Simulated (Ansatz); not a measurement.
Ansatz (a first-principles code) input (MP2/6-31G*):

Ansatz 0.2 input:
```yaml
crystal:
  periodic: [false, false, false]
  atoms:
    - {symbol: C, position_ang: [-1.95105108, 0.13248936, -0.04399183]}
    - {symbol: C, position_ang: [-0.50694792, 0.29325068, 0.31313964]}
    - {symbol: C, position_ang: [0.50694792, -0.29325068, -0.31313964]}
    - {symbol: C, position_ang: [1.95105108, -0.13248936, 0.04399183]}
    - {symbol: H, position_ang: [-2.07809854, -0.53645292, -0.89653654]}
    - {symbol: H, position_ang: [-2.40593983, 1.09501804, -0.29633442]}
    - {symbol: H, position_ang: [-2.52350439, -0.27380771, 0.79522323]}
    - {symbol: H, position_ang: [-0.28987359, 0.94664166, 1.15587905]}
    - {symbol: H, position_ang: [0.28987359, -0.94664166, -1.15587905]}
    - {symbol: H, position_ang: [2.07809854, 0.53645292, 0.89653654]}
    - {symbol: H, position_ang: [2.52350439, 0.27380771, -0.79522323]}
    - {symbol: H, position_ang: [2.40593983, -1.09501804, 0.29633442]}
basis:
  gaussian:
    orbitals: 6-31G*
total_charge: 1
magnetization: {spin_polarized: true, initial_magnetization: 1}
correlation: {method: mp2, electrons: outside_noble_gas}
```

Output:

```
Functional definition: HF
integrals: 0.04 GiB planned
834 factors; integrals over basis functions are off by at most 7.2e-4 eV
mean field: 0.20 GiB planned
mean field evaluation 1: about -4236.8739 eV, gradient 2.3e1 eV
mean field evaluation 2: about -4236.8760 eV, gradient 2.3e1 eV
mean field evaluation 4: about -4240.0354 eV, gradient 2.3e0 eV
mean field evaluation 8: about -4240.1302 eV, gradient 4.9e-5 eV
mean field -4240.12993863 eV, -155.8219011812 hartree, gradient 2.0e-6 eV, S^2 0.755207; 0 other end points of the search recorded, 0 dependent functions left out
4 core orbitals not correlated
reference -4240.12993863 eV, -155.8219011812 hartree; 12, 11 occupied and 60, 61 virtual orbitals, 834 factors
second order -12.82251435 eV of doubles, -0.00000000 eV of singles
Total energy: -4252.95245297 eV, -156.2931198921 hartree
```

The dipole moment of an ion depends on the origin.

The geometry given is a B3LYP-D3(BJ)/def2-TZVP minimum of the species of charge 0 and multiplicity 1, not of this state.
